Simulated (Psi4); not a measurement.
Pair of molecules, SMILES [GaH3] with SMILES CN(C)C (the first has 4 atoms); geometry from B3LYP-D3(BJ)/def2-TZVP.
(charge 0, multiplicity 1):
```xyz
17

Ga    -0.74919     0.40673     1.71061
H     -1.49296     1.74067     2.13117
H      0.59105     0.53920     0.87651
H     -1.62811    -0.89357     1.49562
C     -0.97428    -0.27799     4.60763
N      0.11570    -0.10150     3.63323
C      0.87998    -1.35208     3.48973
C      1.00450     0.99466     4.05410
H     -0.57549    -0.53670     5.59481
H     -1.63611    -1.07188     4.26703
H     -1.54481     0.64585     4.68026
H      1.33389    -1.64223     4.44382
H      1.66232    -1.21221     2.74632
H      0.21416    -2.14382     3.15194
H      1.46173     0.77375     5.02500
H      1.78682     1.12933     3.30971
H      0.42966     1.91575     4.12780
```

Calculation: Psi4 with SAPT0/aug-cc-pVDZ.

Q: Which attractive term is largest, and how does the interaction split up?

A: electrostatics -2771.3, exchange 2759.2, induction -998.8, dispersion -539.1, total -1550.0 meV; the largest attraction is electrostatics.
